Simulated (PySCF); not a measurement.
Constitutional and geometric isomers with formula H4B2N2. Gas-phase values, no solvent. One relaxed conformer stands for each flexible species; it need not be the lowest. Strings in code marks are SMILES.

Level of theory: PySCF 2.14.0 with PBE0-D4/def2-TZVP. All candidates: neutral, multiplicity 1. Delta-SCF ions had no search for a lower state. 

| Property | Value |
|---|---|
| HOMO–LUMO gap | 7.16 eV |
| HOMO | -8.03 eV |
| vertical ionisation energy (Delta-SCF) | 10.25 eV |

### Question
Which member has these values?
(A) `N=BBN`
(B) `BNB=N`
(C) `B=NBN`

### Answer
A, `N=BBN`. The others give `BNB=N`: 7.14 eV, -7.78 eV, 10.04 eV; `B=NBN`: 7.49 eV, -7.78 eV, 9.93 eV
